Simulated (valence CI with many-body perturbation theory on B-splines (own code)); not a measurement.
**E1 line list for P¹⁰⁺**

Level of theory: valence CI with perturbative core correlation (CI+MBPT): three valence electrons over a frozen Dirac-Fock core [He], a basis of 11 s, 11 p, 10 d, 8 f, 5 g, 2 h functions for each j, with the one-electron correlation potential Σ1, the two-electron term Σ2, the three-electron term Σ3, Breit, model QED; selected CI, second order for the rest, scaled by the run's own slope (own B-spline code, finite nucleus).

No measured spectrum was set against this ion. As an estimate, levels of excited configurations hold to 0.05 to 0.15 % of their energy, terms of the ground configuration to about 0.5 %.

Lines 51 to 100 of 555 in falling wavelength, among levels below 3327.3 × 10³ cm⁻¹, chosen from the strongest by gf and those to the six lowest levels. Wavelengths and rates use the calculated energies, so an error of 300 cm⁻¹ moves a line at 243.5 nm by 0.73 % and its rate by three times that or more. Electric multipoles are in the length gauge, E1 and E2 with the static RPA response of the core. Weak lines are less certain than strong ones. Lines between different terms over intervals too small for the method are left out, as are lines whose strength nearly cancels. Where a level lies close to another of its J and parity, the split of strength between their lines is uncertain. The highest levels of a list are the least certain.

Names give the largest LS component (configuration and term), which can be under half, so a name can repeat, a term be missing and a line seem to break the LS rules; names also repeat where a configuration has a term twice. Letters in brackets count levels of one name in rising energy.

| λ vac (nm) | Upper | Lower | A (s⁻¹) | S (a.u.) |
| --- | --- | --- | --- | --- |
| 243.5 | 2s2p4p ⁴S_3/2 | 2s2p4s ⁴P°_3/2 | 5.99e+07 | 1.71e+00 |
| 242.0 | 2s2p4p ⁴P_1/2 | 2s2p4s ⁴P°_3/2 | 1.73e+08 | 2.41e+00 |
| 229.1 | 2s2p4p ²S_1/2 | 2s2p4s ²P°_3/2 [a] | 1.76e+08 | 2.09e+00 |
| 213.0 | 2s2p4p ⁴P_5/2 | 2s2p4s ⁴P°_3/2 | 3.66e+07 | 1.05e+00 |
| 193.1 | 2s2p4d ²P°_3/2 | 2s2p4p ²P_3/2 | 7.50e+07 | 1.07e+00 |
| 188.7 | 2p²3p ²D°_5/2 [a] | 2p²3s ²P_3/2 | 5.61e+07 | 1.12e+00 |
| 166.2 | 2s2p3d ⁴D°_7/2 | 2s2p3p ⁴P_5/2 | 8.84e+07 | 1.60e+00 |
| 156.3 | 2p²3d ⁴F_9/2 | 2p²3p ⁴D°_7/2 | 1.73e+08 | 3.25e+00 |
| 153.7 | 2p²3d ²F_7/2 [b] | 2p²3p ²D°_5/2 [b] | 1.50e+08 | 2.16e+00 |
| 153.6 | 2p²3d ⁴F_7/2 | 2p²3p ⁴D°_5/2 | 1.66e+08 | 2.37e+00 |
| 151.7 | 2p²3d ²G_9/2 | 2p²3p ²F°_7/2 | 2.16e+08 | 3.72e+00 |
| 151.7 | 2p²3d ⁴F_5/2 | 2p²3p ⁴D°_3/2 | 1.53e+08 | 1.58e+00 |
| 151.2 | 2p²3d ⁴F_3/2 | 2p²3p ⁴D°_1/2 | 1.40e+08 | 9.57e-01 |
| 149.1 | 2p²3d ²G_7/2 | 2p²3p ²F°_5/2 | 2.23e+08 | 2.92e+00 |
| 148.7 | 2p²3d ²F_5/2 [a] | 2p²3p ²D°_3/2 [a] | 1.59e+08 | 1.55e+00 |
| 148.5 | 2p²3d ²F_7/2 [a] | 2p²3p ²D°_5/2 [a] | 1.76e+08 | 2.28e+00 |
| 146.6 | 2p²3p ²P°_3/2 [a] | 2p²3s ²P_3/2 | 1.19e+08 | 7.38e-01 |
| 145.9 | 2p²3d ²F_5/2 [b] | 2p²3p ²D°_3/2 [b] | 8.30e+07 | 7.63e-01 |
| 144.1 | 2s2p3d ⁴F°_9/2 | 2s2p3p ⁴D_7/2 | 1.97e+08 | 2.91e+00 |
| 143.7 | 2p²3d ⁴D_7/2 | 2p²3p ⁴P°_5/2 | 1.71e+08 | 2.01e+00 |
| 143.5 | 2p²3d ²D_5/2 [c] | 2p²3p ²P°_3/2 [c] | 1.67e+08 | 1.46e+00 |
| 142.3 | 2s2p3d ²F°_7/2 [b] | 2s2p3p ²D_5/2 [b] | 1.69e+08 | 1.92e+00 |
| 141.7 | 2s2p3d ⁴F°_7/2 | 2s2p3p ⁴D_5/2 | 1.86e+08 | 2.09e+00 |
| 141.0 | 2p²3d ⁴D_5/2 | 2p²3p ⁴P°_3/2 | 1.42e+08 | 1.18e+00 |
| 139.9 | 2p²3d ²D_3/2 [c] | 2p²3p ²P°_1/2 [c] | 1.68e+08 | 9.09e-01 |
| 139.6 | 2s2p3d ²F°_5/2 [b] | 2s2p3p ²D_3/2 [b] | 1.35e+08 | 1.09e+00 |
| 139.2 | 2p²3p ²F°_5/2 | 2p²3s ²D_3/2 | 2.98e+08 | 2.38e+00 |
| 136.9 | 2s2p3d ⁴F°_5/2 | 2s2p3p ⁴D_3/2 | 1.12e+08 | 8.48e-01 |
| 136.3 | 2p²3p ⁴D°_7/2 | 2p²3s ⁴P_5/2 | 3.07e+08 | 3.06e+00 |
| 135.5 | 2p²3p ⁴D°_3/2 | 2p²3s ⁴P_1/2 | 1.65e+08 | 8.09e-01 |
| 135.5 | 2p²3p ⁴D°_5/2 | 2p²3s ⁴P_3/2 | 2.53e+08 | 1.87e+00 |
| 135.1 | 2p²3p ²F°_7/2 | 2p²3s ²D_5/2 | 3.48e+08 | 3.39e+00 |
| 134.9 | 2s2p3d ²P°_3/2 [a] | 2s2p3p ²S_1/2 [a] | 1.39e+08 | 6.76e-01 |
| 130.6 | 2p²3d ⁴D_7/2 | 2p²3p ⁴D°_7/2 | 7.69e+07 | 6.77e-01 |
| 124.4 | 2p²3p ⁴P°_5/2 | 2p²3s ⁴P_5/2 | 2.96e+08 | 1.69e+00 |
| 123.0 | 2s2p3d ²D°_5/2 [b] | 2s2p3p ²P_3/2 [b] | 1.82e+08 | 1.00e+00 |
| 122.3 | 2p²3p ⁴P°_1/2 | 2p²3s ⁴P_3/2 | 3.60e+08 | 6.49e-01 |
| 121.8 | 2s2p3p ²D_5/2 [a] | 2s2p3s ²P°_3/2 [a] | 3.52e+08 | 1.88e+00 |
| 121.4 | 2s2p3p ²D_3/2 [a] | 2s2p3s ²P°_1/2 [a] | 2.78e+08 | 9.83e-01 |
| 120.3 | 2s²3d ²D_5/2 | 2s²3p ²P°_3/2 | 3.05e+08 | 1.57e+00 |
| 120.2 | 2s2p3p ⁴D_7/2 | 2s2p3s ⁴P°_5/2 | 3.92e+08 | 2.69e+00 |
| 119.8 | 2s2p3d ⁴P°_5/2 | 2s2p3p ⁴S_3/2 | 1.98e+08 | 1.01e+00 |
| 119.2 | 2s2p3p ⁴D_5/2 | 2s2p3s ⁴P°_3/2 | 3.05e+08 | 1.53e+00 |
| 117.6 | 2s²3d ²D_3/2 | 2s²3p ²P°_1/2 | 2.70e+08 | 8.68e-01 |
| 117.1 | 2s2p3p ²D_3/2 [b] | 2s2p3s ²P°_3/2 [b] | 1.84e+08 | 5.84e-01 |
| 116.6 | 2p²3p ²P°_1/2 [c] | 2p²3s ²S_1/2 | 4.66e+08 | 7.28e-01 |
| 115.6 | 2s2p3p ²D_5/2 [b] | 2s2p3s ²P°_3/2 [b] | 3.42e+08 | 1.57e+00 |
| 115.2 | 2p²3p ²P°_3/2 [c] | 2p²3s ²S_1/2 | 4.82e+08 | 1.46e+00 |
| 113.4 | 2s2p3p ²P_3/2 [b] | 2s2p3s ²P°_1/2 [b] | 2.27e+08 | 6.54e-01 |
| 112.9 | 2s²3p ²P°_1/2 | 2s²3s ²S_1/2 | 4.28e+08 | 6.09e-01 |
